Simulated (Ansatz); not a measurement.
C2H7BS (`CCBS`). The species carries charge 0 and has multiplicity 1. Geometry: relaxed with PBE0-D4/def2-TZVP. It is one conformer, not always the lowest.

```xyz
11

C    -1.412   -0.483    0.043
C     0.108   -0.497   -0.123
B     0.830    0.726    0.526
S     2.195    1.614   -0.187
H    -1.860    0.364   -0.482
H    -1.692   -0.400    1.096
H    -1.867   -1.394   -0.353
H     0.512   -1.379    0.398
H     0.379   -0.629   -1.175
H     0.508    1.137    1.604
H     2.299    0.941   -1.347
```

(1) What is the dipole moment at ωB97M-V/def2-TZVPP? (Estimate.)

(2) And with PBE, r2SCAN, B3LYP? (Estimate.)

(3) Give the Mulliken charges with ωB97M-V, B3LYP, r2SCAN in def2-TZVPP. (Estimate.)

Results:

(1) Ansatz gave: 1.30 D, with components (-0.34, -0.98, -0.79) D in this frame, pointing from negative to positive charge.

(2) The calculation gave: PBE 1.30 D, r2SCAN 1.37 D, B3LYP 1.29 D.

(3) Computed: 
```json
{"atom": "C1", "ωB97M-V": "-0.31", "B3LYP": "-0.24", "r2SCAN": "-0.13"}
{"atom": "C2", "ωB97M-V": "-0.19", "B3LYP": "-0.14", "r2SCAN": "-0.09"}
{"atom": "B3", "ωB97M-V": "-0.04", "B3LYP": "0.04", "r2SCAN": "0.06"}
{"atom": "S4", "ωB97M-V": "-0.13", "B3LYP": "-0.15", "r2SCAN": "-0.13"}
{"atom": "H5", "ωB97M-V": "0.10", "B3LYP": "0.08", "r2SCAN": "0.04"}
{"atom": "H6", "ωB97M-V": "0.11", "B3LYP": "0.09", "r2SCAN": "0.05"}
{"atom": "H7", "ωB97M-V": "0.11", "B3LYP": "0.08", "r2SCAN": "0.04"}
{"atom": "H8", "ωB97M-V": "0.10", "B3LYP": "0.07", "r2SCAN": "0.04"}
{"atom": "H9", "ωB97M-V": "0.08", "B3LYP": "0.06", "r2SCAN": "0.02"}
{"atom": "H10", "ωB97M-V": "0.07", "B3LYP": "0.03", "r2SCAN": "0.00"}
{"atom": "H11", "ωB97M-V": "0.10", "B3LYP": "0.09", "r2SCAN": "0.09"}
```

B3LYP here is the variant with VWN-RPA as its local correlation; programs differ in this.
